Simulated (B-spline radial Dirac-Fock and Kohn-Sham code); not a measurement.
Level of theory: ΔSCF Dirac-Fock with Breit, self-energy and vacuum polarisation, finite nucleus, configuration average; a radial B-spline solver. No correlation.

Q: An atom or ion in its tabulated ground configuration has these computed binding energies (the last is its least bound level). Which is it?

| level | binding energy (eV) |
| --- | --- |
| K | 29216.4 |
| M4 | 510.5 |
| N2 | 119.0 |
| N4 | 41.03 |
| N5 | 40.01 |
| O1 | 20.43 |
| O2,3 | 13.64 |

A: Sn⁺: Z = 50 with 49 electrons, [Kr] 4d10 5s2 5p1. The hydrogen-like estimate √(E/Ry) = 46.3 for the K level lies 3.7 below Z (screening lowers it, relativity raises it); the outermost level, at 13.64 eV, fixes the charge.
